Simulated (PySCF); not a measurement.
**[TaO2(OH)2]− relaxed at several levels**

Computed with PySCF 2.14.0, def2-SVP on the ligands, density fitting, scalar-relativistic core potentials, no spin-orbit coupling, vacuum. Each row is relaxed at its own level from the same template. Distances are means of the shortest metal–ligand contacts, charges and spins Mulliken's.

```
level   basis on the metal  point group  M–O (Å)  M–OH (Å)  charge on M (e)  HOMO–LUMO gap (eV)  strongest infrared band, degenerate modes summed (cm⁻¹)  unstable modes (below −25 cm⁻¹)
B3LYP  def2-SVP with ECP60           C2    1.786     1.997             0.68                5.70                                                      872                                0
```

Q: What does the calculation give for PBE0, def2-SVP with ECP60?

A: point group: nearly C2, M–O (Å): 1.776, M–OH (Å): 1.987, charge on M (e): 0.74, HOMO–LUMO gap (eV): 6.33, strongest infrared band, degenerate modes summed (cm⁻¹): 887, unstable modes (below −25 cm⁻¹): 0.
```xyz
7

Ta   -0.0536   -0.0368    0.2354
O     1.2330    0.0454   -0.9859
O     0.0768    1.3325    1.3579
O    -1.8340    0.0593   -0.6411
H    -2.4547    0.7116   -0.3076
O     0.1524   -1.7462    1.2264
H     0.8314   -2.3497    0.9152
```

Moved off a saddle point of the template and relaxed again: B3LYP, PBE0. One start shape was tried for each, so a minimum needn't be the lowest isomer.
